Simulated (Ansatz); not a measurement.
Start from `C=[CH][Ga]([NH2])[SiH3]` and change one atom or group to get `[NH2][GaH][SiH3]`.

Ansatz, PBE0-D4/def2-TZVP geometries, multiplicity 1. Each molecule was computed in one conformer, which needn't be the lowest.

Scalar relativity is left out up to krypton.

| property | `C=[CH][Ga]([NH2])[SiH3]` |
| --- | --- |
| HOMO–LUMO gap (PBE/def2-TZVPP) / eV | 3.96 |
| HOMO–LUMO gap (ωB97M-V/def2-TZVPP) / eV | 10.07 |
| HOMO energy (PBE0/def2-TZVPP) / eV | -7.26 |
| HOMO energy (B3LYP/def2-TZVPP) / eV | -7.03 |
| size of the dipole moment (ωB97M-V/def2-TZVPP) / D | 1.13 |
| size of the dipole moment (PBE/def2-TZVPP) / D | 1.30 |

(1) What does the change do to each property? (Estimate.)

Results:

(1) Computed: 
| property | `[NH2][GaH][SiH3]` | shift |
| --- | --- | --- |
| HOMO–LUMO gap (PBE/def2-TZVPP) / eV | 4.26 | 0.30 |
| HOMO–LUMO gap (ωB97M-V/def2-TZVPP) / eV | 10.23 | 0.16 |
| HOMO energy (PBE0/def2-TZVPP) / eV | -7.47 | -0.21 |
| HOMO energy (B3LYP/def2-TZVPP) / eV | -7.24 | -0.21 |
| size of the dipole moment (ωB97M-V/def2-TZVPP) / D | 1.09 | -0.04 |
| size of the dipole moment (PBE/def2-TZVPP) / D | 1.30 | 0.00 |

With PBE0 the HOMO falls by 0.21 eV and the LUMO rises by 0.05 eV, so the gap widens by about 0.26 eV. PBE moves the HOMO by -0.20 eV and ωB97M-V by -0.19 eV. Dipoles are sizes alone; their direction can turn.

B3LYP here is the variant with VWN-RPA as its local correlation; programs differ in this.
